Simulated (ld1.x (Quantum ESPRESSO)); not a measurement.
# LDA (PZ) TM dataset for Er (Z = 68), fully relativistic all-electron reference.

* Element: erbium
* Generator: ld1.x (Quantum ESPRESSO) 7.5
* Type: norm-conserving Troullier–Martins (Kleinman–Bylander form)
* Functional: LDA (PZ)
* Relativity: fully relativistic
* Frozen core: [Kr] 4d10 5s2
* Valence charge: 20
* Reference configuration: 4f12 5p6 5d0 6s2 6p0
* Partial waves: 6s (bound): rc 2.70 bohr; 5p (bound): rc 2.15 bohr; 5d (bound, empty): rc 3.95 bohr; 4f (bound): rc 1.25 bohr
* Local potential: all-electron potential smoothed inside 3.20 bohr (lloc = -1)
* Core correction: Bessel-smoothed model core inside 0.75 bohr

Open shells are filled in proportion to 2j + 1 (rel_dist='average').

All-electron outer shells of the reference configuration (LDA (PZ), scalar-relativistic, ld1.x):

| shell | level (eV) | outermost node (bohr) | outermost maximum (bohr) |
| --- | --- | --- | --- |
| 4d | -165.20 | 0.25 | 0.51 |
| 5s | -52.01 | 0.60 | 1.11 |
| 5p | -26.52 | 0.65 | 1.28 |
| 6s | -3.99 | 1.52 | 3.30 |
| 4f | -3.35 | – | 0.51 |
| 6p | -1.18 | 1.87 | 4.74 |
| 5d | -1.08 | 0.73 | 2.13 |

Results:

| Property | Result |
| --- | --- |
| Cutoffs needed | 260 Ry and over 300 Ry (the cutoffs (Ry, on a coarse ladder) from which the occupation-weighted sum of valence levels, in a spherical-Bessel basis at the reference potential, stays within 10 and 1 mRy of its value at 400 Ry) |
| Ghost test | no extra level below or beside the all-electron valence levels (s, p1/2, p3/2, d3/2, d5/2, f5/2, f7/2 tested) (spherical-Bessel basis up to 400 Ry, 20 bohr box) |
| Configuration tests | 3 of 7 tests not solved or not reliable |

Generation and tests took about 3.1 s on one core of a shared server CPU.
